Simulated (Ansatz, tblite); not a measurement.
Removing and adding an electron: In9As9H26, a nanocrystal cut from wurtzite InAs (hydrogen-capped). Charge 0, multiplicity 1. Geometry: PBE-D4/def2-SVP. Ansatz, gas phase; energy differences of separate SCF runs; the oxidised species was run as a doublet alone; the reduced species was run as a doublet alone.

```xyz
44

As    1.4385    1.5913    3.6524
In    2.4999    1.9375    1.2176
As    4.0393   -0.3862    1.2411
In   -1.1841    3.5421   -0.4252
As    0.5223    1.3494   -0.3918
In    1.5364    1.1423   -2.7952
In    3.6338   -2.4928   -0.3794
As    3.1054   -1.1569   -2.6516
As   -0.4527    0.0354   -4.2071
In    0.5434   -0.9006    4.4459
In   -3.3320    1.5517    2.9883
As   -3.3625    2.1977    0.3687
As   -1.5804   -0.5903    2.8311
In   -0.7617   -0.8424    0.3503
As    1.0832   -2.9022    0.3152
In   -4.4316    0.6430   -1.5597
As   -2.6035   -1.4356   -1.4228
In   -1.3805   -2.4894   -3.5694
H     2.3301    2.3261    4.6522
H     0.2679    2.5711    3.6815
H     3.6231    3.2343    0.9471
H     5.5362   -0.0818    1.1776
H     4.0447   -1.0058    2.6365
H    -0.5380    4.5537    0.8456
H    -1.2501    3.9476   -2.1246
H     2.5469    2.3469   -3.5331
H     4.7961   -3.7783   -0.4039
H     4.4453   -0.9832   -3.3672
H     2.5503   -2.2362   -3.5779
H    -1.5984    1.0351   -4.0669
H    -0.1618    0.2831   -5.6864
H     0.1536   -0.8117    6.1345
H     1.7389   -1.9427    3.6997
H    -2.3447    2.7387    3.8100
H    -4.8394    0.8674    3.5233
H    -4.3850    3.3424    0.3887
H    -2.3672   -1.8982    2.9568
H     1.1229   -3.6304    1.6553
H     0.5950   -4.0699   -0.5366
H    -4.0161    1.3574   -3.1011
H    -5.9524   -0.0567   -1.0863
H    -3.2447   -2.6296   -0.7097
H     0.1076   -3.2884   -3.1012
H    -2.4742   -2.9848   -4.8224
```

In the def2 sets In takes a core potential; there is no spin–orbit coupling. The xTB rows come from tblite. Single mean-field runs in def2-SVP are fitted with def2-universal-jkfit. HOMO above LUMO, or a gap near zero within one spin, warns that the state may not be the lowest or that an electron is smeared out.

```json
{"level": "GFN1-xTB", "−HOMO (eV)": "9.34", "vertical IE (eV)": "10.66", "−LUMO (eV)": "6.59", "vertical EA (eV)": "5.32", "HOMO–LUMO gap (eV)": "2.75", "IE − EA (eV)": "5.34", "remarks": "–"}
{"level": "GFN2-xTB", "−HOMO (eV)": "10.00", "vertical IE (eV)": "11.39", "−LUMO (eV)": "7.38", "vertical EA (eV)": "6.05", "HOMO–LUMO gap (eV)": "2.63", "IE − EA (eV)": "5.35", "remarks": "–"}
{"level": "PBE-D4/def2-SVP", "−HOMO (eV)": "5.50", "vertical IE (eV)": "7.08", "−LUMO (eV)": "2.58", "vertical EA (eV)": "1.29", "HOMO–LUMO gap (eV)": "2.92", "IE − EA (eV)": "5.80", "remarks": "HOMO above zero (-1 doublet), gap within one spin near zero (+1 doublet), gap within one spin near zero (-1 doublet)"}
{"level": "PBE0-D4/def2-SVP", "−HOMO (eV)": "6.41", "vertical IE (eV)": "7.50", "−LUMO (eV)": "1.88", "vertical EA (eV)": "1.02", "HOMO–LUMO gap (eV)": "4.53", "IE − EA (eV)": "6.47", "remarks": "–"}
```

   A HOMO above zero means that the electron is unbound at that level or that self-interaction error raises the level; the energy of removing that electron tells which. Raw xTB energy differences between charge states are shifted by several eV; the methods need an empirical correction for them. Sets without diffuse functions give affinities that are too small.
